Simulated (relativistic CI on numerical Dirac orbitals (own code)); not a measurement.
Pm³⁺: 4s photoemission

Computed with this model: Dirac-Coulomb-Breit CI, orbitals from a KLI potential per configuration, a model potential for QED, valence Slater integrals scaled by 0.9, multiplet model of photoemission in the sudden approximation; configurations [Xe] 4f4 → [Ar] 3d10 4s 4p6 4d10 4f4 5s2 5p6; 80 K; Lorentzian 4.2 eV and Gaussian 0.7 eV FWHM. Energies are those of the free ion, without screening or charge transfer. The energies are binding energies and can lie tens of eV above those of solids. Without intra-shell correlation the exchange splitting of an s hole comes out too large, often by half or more. S is read from ⟨S²⟩ = S(S + 1).

free ion: ground-state S = 1.98, centroid 379.45 eV. Peaks (eV, height): 376.8 (100), 383.6 (69).

Strongest unbroadened transitions for free ion:

```csv
Energy (eV),Relative strength
376.53,100.0
376.67,36.5
379.77,0.0
380.81,0.2
380.95,0.9
381.41,0.0
381.62,0.1
381.72,0.0
382.29,0.1
383.63,2.0
383.86,78.4
384.15,5.5
384.24,0.4
384.63,0.0
384.89,0.1
385.49,1.1
385.93,0.0
386.11,0.1
```
